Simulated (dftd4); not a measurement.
H5GeSi (SMILES [SiH3][GeH2]), doublet, geometry from GFN2-xTB; D4 for r2scan (dftd4).

Here is a job for dftd4.
```
$ dftd4 mol.xyz --func r2scan --charge 0 --json dftd4.json --noedisp --grad

# file mol.xyz
7

Si    -1.54892639    -0.09194217     0.27867756
Ge     0.78199144     0.05566743    -0.19621592
H     -2.12792534    -1.10565042    -0.60367109
H     -2.15100443     1.20907190    -0.01374444
H     -1.85259815    -0.44954338     1.66619045
H      1.43037867    -1.20061145     0.47032318
H      1.36239242     1.05256596     0.85832548
```

### Question
Predict the main parts of the log of this dftd4 run.

### Answer

```
                    ____  _____ _____     ____  _  _
      -------------|  _ \|  ___|_   _|---|  _ \| || |------------
     |             | | | | |_    | | ___ | | | | || |_           |
     |             | |_| |  _|   | ||___|| |_| |__   _|          |
     |             |____/|_|     |_|     |____/   |_|            |
     |             ===================================           |
     |            E. Caldeweyher, S. Ehlert & S. Grimme          |
     |          Mulliken Center for Theoretical Chemistry        |
     |                    University of Bonn                     |
      -----------------------------------------------------------

Rational (Becke-Johnson) damping: r2scan-D4-ATM
---------------------
  s6         1.0000
  s8         0.6019
  s9         1.0000
  a1         0.5156
  a2         5.7734
 alp        16.0000
--------------------

Dispersion energy:      -9.8589030099882E-04 Eh

Gradient norm:           3.4240875410220E-05 Eh/a0
--------------------------------------------------
     #    Z           dE/dx      dE/dy      dE/dz
--------------------------------------------------
     1   14 Si   -1.825E-05 -4.596E-07  1.999E-08
     2   32 Ge    1.886E-05 -5.816E-07  6.641E-06
     3    1 H    -6.705E-06  1.774E-06  1.413E-06
     4    1 H    -6.707E-06 -2.645E-06  3.208E-07
     5    1 H    -8.764E-06  1.524E-07 -1.639E-06
     6    1 H     1.078E-05  1.288E-06 -3.283E-06
     7    1 H     1.078E-05  4.707E-07 -3.474E-06
--------------------------------------------------

Virial:
--------------------------------------------------
      component           x          y          z
--------------------------------------------------
          x       2.231E-04  8.262E-06 -9.312E-06
          y       8.262E-06 -1.185E-05  4.065E-07
          z      -9.312E-06  4.065E-07 -1.779E-05
--------------------------------------------------

[Info] Dispersion results written to 'dftd4.txt'
[Info] JSON dump of results written to 'dftd4.json'
```
